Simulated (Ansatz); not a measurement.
The same molecule with X = B, Al, Ga. Ansatz, PBE0-D4/def2-TZVP geometries, multiplicity 1. Each molecule was computed in one conformer, which needn't be the lowest.

Scalar relativity is left out up to krypton.

```csv
X,molecule,mean X–H bond length / Å,mean X–N bond length / Å,HOMO–LUMO gap (PBE0/def2-TZVPP) / eV,"ideal-gas entropy at 298 K and 1 bar (rigid rotor, harmonic PBE0-D4/def2-TZVP) / J/(mol·K)",HOMO energy (B3LYP/def2-TZVPP) / eV
B,`BNCC`,1.198,1.383,8.10,300,-7.63
Ga,`CC[NH][GaH2]`,1.562,1.815,6.00,335,-6.56
```

Task: Give the row for X = Al, `CC[NH][AlH2]`. (An estimate is asked.)

Result: The calculation gave: 
```tsv
X	molecule	mean X–H bond length / Å	mean X–N bond length / Å	HOMO–LUMO gap (PBE0/def2-TZVPP) / eV	ideal-gas entropy at 298 K and 1 bar (rigid rotor, harmonic PBE0-D4/def2-TZVP) / J/(mol·K)	HOMO energy (B3LYP/def2-TZVPP) / eV
Al	`CC[NH][AlH2]`	1.584	1.768	6.22	324	-6.68
```

From B to Ga the mean X–H bond length isn't monotonic: highest at Al, lowest at B; the mean X–N bond length rises at each step, by 0.432 Å in all; the HOMO–LUMO gap (PBE0/def2-TZVPP) falls at each step, by 2.10 eV in all; the ideal-gas entropy at 298 K and 1 bar (rigid rotor, harmonic PBE0-D4/def2-TZVP) rises at each step, by 35 J/(mol·K) in all; the HOMO energy (B3LYP/def2-TZVPP) rises at each step, by 1.07 eV in all.

B3LYP here is the variant with VWN-RPA as its local correlation; programs differ in this.
